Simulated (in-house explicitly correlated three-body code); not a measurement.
Values are calculated unless marked as measured or tabulated.
## Two electrons around a charge Z: errors of exchange and correlation functionals on the exact density

The exact non-relativistic ground state comes from a variational code in 260 exponentially correlated functions, the Kohn-Sham parts from inverting its density (past Z = 6 the correlation energy is taken as exact minus Hartree-Fock, equal to within microhartrees), and self-consistent runs (Hartree-Fock is restricted) from a B-spline radial code. Z may be fractional; the second electron is bound down to Z = 0.911.

Each entry is functional minus exact.

```tsv
Z	LDA VWN5 x (mEh)	LDA VWN5 c (mEh)	PW91 x (mEh)	PW91 c (mEh)	RPBE x (mEh)	RPBE c (mEh)
1.14	+60.75	-39.97	-5.90	+4.66	-13.29	+6.55
1.38	+84.39	-51.17	-0.66	+0.76	-9.97	+3.23
1.72	+115.8	-62.85	+4.59	-2.08	-7.58	+1.18
2.16	+155.6	-74.64	+10.36	-4.32	-5.56	-0.10
2.58	?	?	?	?	?	?
3.14	?	?	?	?	?	?
4	+320.1	-106.9	+32.09	-9.21	+0.35	-1.75
5	+409.1	-118.9	+43.53	-10.85	+3.17	-2.00
```

(1) What belongs in the row Z = 2.58?

(2) What belongs in the row Z = 3.14?

(3) How do the exchange errors scale with Z?

Answers

(1) LDA VWN5 x (mEh): +193.3; LDA VWN5 c (mEh): -83.84; PW91 x (mEh): +15.50; PW91 c (mEh): -5.84; RPBE x (mEh): -4.02; RPBE c (mEh): -0.77.

(2) LDA VWN5 x (mEh): +243.4; LDA VWN5 c (mEh): -94.11; PW91 x (mEh): +22.12; PW91 c (mEh): -7.39; RPBE x (mEh): -2.20; RPBE c (mEh): -1.31.

(3) LDA VWN5 -12.71 % in the size of E_x at Z = 1.14 and -14.10 % at 5; PW91 +1.23 % in the size of E_x at Z = 1.14 and -1.50 % at 5; RPBE +2.78 % in the size of E_x at Z = 1.14 and -0.11 % at 5. Exchange scales linearly under uniform scaling of the density, so its relative error changes only with the density's shape.
